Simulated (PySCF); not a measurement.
Labels have come off several samples. The candidates:

A. SMILES C=C[C@@H]1C[C@@H]1N([SiH3])[SiH3]
B. `C=C1[SiH2][SiH2]N1C(C)C`
C. `InChI=1S/C4H7F3Si/c5-4(6,7)2-1-3(2)8/h2-3H,1H2,8H3/t2-,3-/m1/s1`

Spectrum 1. $^{1}$H NMR (500 MHz, computed): δ 3.92 (d, 3H), 1.19 (m, 1H), 1.17 (m, 1H), 0.60 (m, 1H), 0.29 (m, 1H). $^{13}$C{$^{1}$H} NMR (computed): δ 136.4 (C), 20.8 (CH), 10.0 (CH2), -1.8 (CH).

Spectrum 2. $^{1}$H NMR (500 MHz, computed): δ 5.39 (m, 2H), 4.61 (br s, 1H), 4.55 (m, 2H), 4.15 (br s, 1H), 3.40 (sept, 1H), 1.24 (d, 6H). $^{13}$C{$^{1}$H} NMR (computed): δ 156.9 (C), 92.9 (CH2), 47.8 (CH), 21.9 (CH3).

Spectrum 3. $^{1}$H NMR (500 MHz, computed): δ 5.90 (m, 1H), 5.57 (m, 1H), 5.42 (m, 1H), 4.72 (s, 6H), 2.75 (m, 1H), 1.36 (m, 1H), 1.16 (m, 1H), 0.79 (m, 1H). $^{13}$C{$^{1}$H} NMR (computed): δ 146.3 (CH), 120.7 (CH2), 41.5 (CH), 27.2 (CH), 18.3 (CH2).

A single conformation, non-relativistic, gas phase, fast rotation and ring inversion assumed for equivalent nuclei. Geometry: GFN2-xTB; σ from GIAO-PBE0/pcSseg-1; PySCF 2.14.0 with density-fitted response routines.

Chemical shifts δ = σref − σ; $^{1}$H (31.72 ppm), $^{13}$C (186.93 ppm) vs TMS, all at this level. Splittings of carbon signals by F and P are missing where no couplings were computed. Where no couplings were computed, multiplicities follow the n + 1 count of equivalent neighbours, and m marks all less simple cases (inequivalent or close neighbours, rings, F or P nearby). Shifts are as computed. Against solution values, carbons near 30 ppm lie about +3 ppm off and those near 130 ppm about +5 ppm. Of 1211 compounds with measured shifts, 218 miss one by over three times the rms of a fit or turn the order of signals round; such compounds aren't used in these exercises.

Task: Which spectrum belongs to which compound?

Result: 1–C, 2–B, 3–A.

- Spectrum 1 (C): 4 $^{13}$C signals; δC 136.4 is a CF3 carbon; δC 20.8 is a three-membered-ring carbon.
- Spectrum 2 (B): 4 $^{13}$C signals; δC 156.9 is an alkene carbon bearing nitrogen; δC 92.9 is a β carbon of an enol-ether or enamine type C=C.
- Spectrum 3 (A): 5 $^{13}$C signals; δC 146.3 is an alkene CH; δC 120.7 is a terminal =CH2 carbon.
